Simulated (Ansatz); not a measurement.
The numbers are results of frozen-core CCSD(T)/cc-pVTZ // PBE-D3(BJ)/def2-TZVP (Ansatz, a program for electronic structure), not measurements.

Ansatz 0.2 input:
```yaml
crystal:
  periodic: [false, false, false]
  atoms:
    - { symbol: Ge, position_ang: [-0.001442, 0.001716, 0.359394] }
    - { symbol: H, position_ang: [-0.126281, 1.469117, -0.127336] }
    - { symbol: H, position_ang: [-1.208938, -0.84522, -0.120612] }
    - { symbol: H, position_ang: [1.336661, -0.625614, -0.111444] }
basis:
  gaussian: { orbitals: cc-pVTZ }
correlation:
  method: ccsd_t
magnetization:
  spin_polarized: true
  initial_magnetization: 1
```

Output:

```
Functional definition: HF
505 factors; integrals over basis functions are off by at most 8.9e-4 eV
mean field evaluation 1: about -56520.3614 eV, gradient 7.0e0 eV
mean field evaluation 2: about -56520.3622 eV, gradient 7.0e0 eV
mean field evaluation 4: about -56520.9803 eV, gradient 1.1e0 eV
mean field evaluation 8: about -56520.9899 eV, gradient 1.8e-3 eV
mean field evaluation 16: about -56520.9895 eV, gradient 1.2e-1 eV
mean field -56520.98987514 eV, -2077.1080666086 hartree, gradient 3.4e-6 eV, S^2 0.754809; 0 other end points of the search recorded, 0 dependent functions left out
9 core orbitals not correlated
reference -56520.98987514 eV, -2077.1080666086 hartree; 9, 8 occupied and 67, 68 virtual orbitals, 505 factors
second order -5.23078155 eV of doubles, -0.00000000 eV of singles
cycle   1  -5.54217603 eV  change   -3.1e-1 eV  update   6.7e-2
cycle   2  -5.80726836 eV  change   -2.7e-1 eV  update   2.2e-2
cycle   3  -5.83590380 eV  change   -2.9e-2 eV  update   9.2e-3
cycle   4  -5.83566811 eV  change    2.4e-4 eV  update   2.8e-3
cycle   5  -5.83535386 eV  change    3.1e-4 eV  update   8.4e-4
cycle   6  -5.83512562 eV  change    2.3e-4 eV  update   3.5e-4
cycle   7  -5.83524844 eV  change   -1.2e-4 eV  update   1.2e-4
cycle   8  -5.83526627 eV  change   -1.8e-5 eV  update   3.8e-5
cycle   9  -5.83526305 eV  change    3.2e-6 eV  update   1.3e-5
perturbative correction -0.20648169 eV, -0.0075880620 hartree
Total energy: -56527.03161988 eV, -2077.3300966324 hartree
```

Cost: roughly 4 core-seconds.
